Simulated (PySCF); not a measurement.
Constitutional and geometric isomers with formula CH6OSi2. Isolated molecules, 0 K electronic values unless said otherwise. One relaxed conformer stands for each flexible species; it need not be the lowest. Strings in code marks are SMILES.

Quantity: electronic energy of isomers of CH6OSi2 relative to `C=[SiH]O[SiH3]` (C–Si–O–Si torsion 1°), in kcal/mol.

Case: `OC1[SiH2][SiH2]1` (H–O–C–Si torsion 63°). Geometry of `OC1[SiH2][SiH2]1` (neutral, multiplicity 1, Å):

```xyz
10

O     -0.7751     1.5826    -0.7651
C     -0.3203     0.6634     0.2152
Si    -0.4884    -1.2475     0.0785
Si     1.4404    -0.0554     0.0860
H     -1.7334     1.5069    -0.8348
H     -0.5143     0.9893     1.2443
H     -1.1147    -1.9643     1.2104
H     -0.9383    -1.7411    -1.2400
H      2.3492     0.1555     1.2317
H      2.0948     0.1105    -1.2264
```

**Question.** What electronic energy of isomers of CH6OSi2 relative to `C=[SiH]O[SiH3]` (C–Si–O–Si torsion 1°) does TPSSh-D3(BJ)/def2-TZVP // B3LYP-D3(BJ)/def2-TZVP (PySCF) give?

**Answer.** 59.8 kcal/mol.
